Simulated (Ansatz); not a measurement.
The cluster Na₅F₄, relaxed as a doublet with UKS PBE0-D4/def2-SVP in Ansatz, starting from the GFN1-xTB geometry. Force threshold 0.02 eV/Å.

Another isomer (doublet) lies 0.43 eV lower at PBE0-D4/def2-TZVP; other spin states weren't run for this one.

Start:

```xyz
9

Na   -0.774   -1.936   -0.990
Na    1.973   -0.418   -0.963
Na   -0.956    1.054   -1.334
Na    0.980    1.468    1.420
Na   -1.842    0.092    1.385
F    -2.140   -0.496   -0.539
F    -0.646    1.121    2.480
F     1.064   -2.082   -1.513
F     2.341    1.198    0.055
```

| step | energy (eV) | largest force component (eV/Å) | SCF passes |
| --- | --- | --- | --- |
| 1 | -32917.8915 | 0.968 | 16 |
| 2 | -32918.3413 | 0.593 | 22 |
| 3 | -32918.7733 | 0.166 | 26 |
| 4 | -32918.8312 | 0.112 | 24 |
| 5 | -32918.8575 | 0.047 | 22 |
| 6 | -32918.8749 | 0.042 | 21 |
| 7 | -32918.8884 | 0.030 | 21 |
| 8 | -32918.9006 | 0.036 | 21 |
| 9 | -32918.9131 | 0.040 | 21 |
| 10 | -32918.9265 | 0.039 | 21 |
| 11 | -32918.9402 | 0.045 | 21 |
| 13 | -32918.9706 | 0.065 | 21 |
| 15 | -32919.0010 | 0.097 | 21 |
| 17 | -32919.0283 | 0.111 | 21 |
| 19 | -32919.0493 | 0.135 | 21 |
| 21 | -32919.0616 | 0.144 | 22 |
| 23 | -32919.0723 | 0.023 | 21 |
| 25 | -32919.0728 | 0.004 | 23 |
| 27 | -32919.0732 | 0.010 | 18 |
| 29 (rejected) | -32919.0727 | 0.082 | 22 |
| 31 | -32919.0773 | 0.025 | 22 |
| 32 | -32919.0777 | 0.015 | 24 |

Force components are those of the run's own axes.

End:

```tsv
atom	x (Å)	y (Å)	z (Å)
Na1	-0.514	-1.100	-1.647
Na2	3.077	-0.913	-0.443
Na3	-4.341	-0.188	-1.338
Na4	1.681	1.224	2.087
Na5	-2.001	0.969	0.808
F6	-2.263	-0.243	-0.910
F7	-0.311	1.401	1.814
F8	1.466	-1.415	-1.553
F9	3.206	0.265	1.183
```

Bonds lost: Na2–Na3, Na3–Na4 (atoms count from 1). Metal–metal contacts that move far: Na1–Na3 3.02 to 3.95 Å, Na4–Na5 3.14 to 3.91 Å.

The force fell under the threshold at step 24, but the optimiser went on and released 0.005 eV more. No frequencies were taken in this run, so the end may be a saddle point.

It took 2 min on 4 threads of Arm Neoverse V2 on a shared host.
